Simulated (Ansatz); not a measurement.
`NB1NCO1` + H₂ → `B1NCO1` + NH₃ at 400 K and 1 bar (hydrogenolysis of a B–N bond).

Computed with Ansatz on PBE0-D4/def2-TZVP structures; ΔE is electronic, products minus reactants. CCSD(T)/CBS adds triple-zeta CCSD(T) − MP2 to the extrapolated MP2 energy (def2 sets, frozen cores). This one scheme is used for every species. One conformer a species, not always the lowest.

```
  species  CCSD(T)/CBS energy (Eh)  H − E (kJ/mol)  S (J/(mol·K))
`NB1NCO1`               -250.51908           235.0          326.6
       H₂                 -1.17544            38.0          139.0
 `B1NCO1`               -195.16121           180.4          298.1
      NH₃                -56.50880           104.2          203.1
```

H − E and S are ideal-gas, rigid-rotor, harmonic terms from PBE0-D4/def2-TZVP, for one conformer and one mirror image of each species. The MP2-based limit puts H₂ 0.8 mEh under its directly extrapolated value; such offsets cancel only in part. 1 Eh = 2625.50 kJ/mol, R = 8.31446 J/(mol·K).

**Question.** By hand: ΔE, ΔH, ΔS and ΔG.

**Answer.** ΔE = (-195.16121) + (-56.50880) − (-250.51908) − (-1.17544) = 0.02451 Eh = 64.4 kJ/mol. Δ(H − E) = 180.4 + 104.2 − 235.0 − 38.0 = 11.6, so ΔH = 76.0 kJ/mol. ΔS = 298.1 + 203.1 − 326.6 − 139.0 = 35.6 J/(mol·K). ΔG = 76.0 − 400 × (35.6)/1000 = 61.8 kJ/mol.

**Question.** By hand: the equilibrium constant, and the temperature at which ΔG would vanish if ΔH and ΔS stayed fixed.

**Answer.** log₁₀ K = −ΔG/(RT ln 10) = -8.1. ΔG = 0 at ΔH/ΔS = 2135 K.

ΔH outweighs TΔS. A doubt of 5 kJ/mol in ΔE shifts log₁₀ K by 0.7 here. Other conformers and mirror images would add mixing entropy, several J/(mol·K) or more a flexible species. These are equilibria of isolated gas molecules and say nothing of rates. Largest T1 diagnostic: 0.014 (customary marks: 0.02 for closed shells, 0.045 for open ones).
